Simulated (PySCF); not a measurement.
The vertical singlet excitations below were computed for one of the candidates. Level of theory: TDDFT CAM-B3LYP/def2-SVPD, vertical, gas phase, core orbitals frozen in the response in PySCF 2.14.0, density-fitted response routines. Geometries: GFN2-xTB, one conformer each.

| state | λ (nm) | f |
| --- | --- | --- |
| S1 | 172.5 | 0.0009 |
| S2 | 165.9 | 0.011 |
| S3 | 165.6 | 0.0098 |
| S4 | 155.5 | 0.071 |
| S5 | 149.4 | 0.012 |
| S6 | 148.4 | 0.036 |
| S7 | 147.5 | 0.0073 |
| S8 | 146.8 | 0.016 |

Triplets computed (Tamm–Dancoff): 5.99, 6.51, 6.51 eV.

Problem. Which structure fits? All have the formula C2H7NSi2.
A. `C#C[SiH2][SiH2]N`
B. `N([SiH3])[SiH2]C#C`
C. `N#C[SiH2]C[SiH3]`
D. `[SiH2](N)C#C[SiH3]`
E. `C#C[Si@@H](N)[SiH3]`

Solution. C. Its S1, at 7.19 eV, is the highest among the candidates; the nearest of the others has S1 at 6.05 eV. S1 is HOMO-4→LUMO+1 (15%), HOMO-1→LUMO (13%), HOMO→LUMO+1 (12%). Löwdin shares by element: HOMO silicon 32%, carbon 31% or more, hydrogen 10% or more (atoms not listed hold the other 27%); LUMO carbon 24%, silicon 23% or more, nitrogen 13% (atoms not listed hold the other 40%). At the same level the other candidates give, for their lowest levels:
- `C#C[Si@@H](N)[SiH3]`: 210 nm (f 0.004); 204 nm (f 0.020); 197 nm (f 0.002); 195 nm (f 0.016); 174 nm (f 0.036); T1 5.00 eV; HOMO -9.05, LUMO 0.44 eV
- `C#C[SiH2]N[SiH3]`: 205 nm (f 0.002); 202 nm (f 0.001); 193 nm (f 0.002); 191 nm (f 0.000); 180 nm (f 0.004); T1 5.10 eV; HOMO -8.83, LUMO 0.56 eV
- `N[SiH2]C#C[SiH3]`: 222 nm (f 0.000); 213 nm (f 0.013); 211 nm (f 0.002); 194 nm (f 0.080); 173 nm (f 0.000); T1 4.68 eV; HOMO -9.04, LUMO 0.40 eV
- `C#C[SiH2][SiH2]N`: 211 nm (f 0.007); 204 nm (f 0.001); 197 nm (f 0.011); 197 nm (f 0.014); 183 nm (f 0.003); T1 5.04 eV; HOMO -8.78, LUMO 0.45 eV

Shape of the structure used: `[N:1]#[C:2][SiH2:3][CH2:4][SiH3:5]`: C2–Si3–C4–Si5 62°.
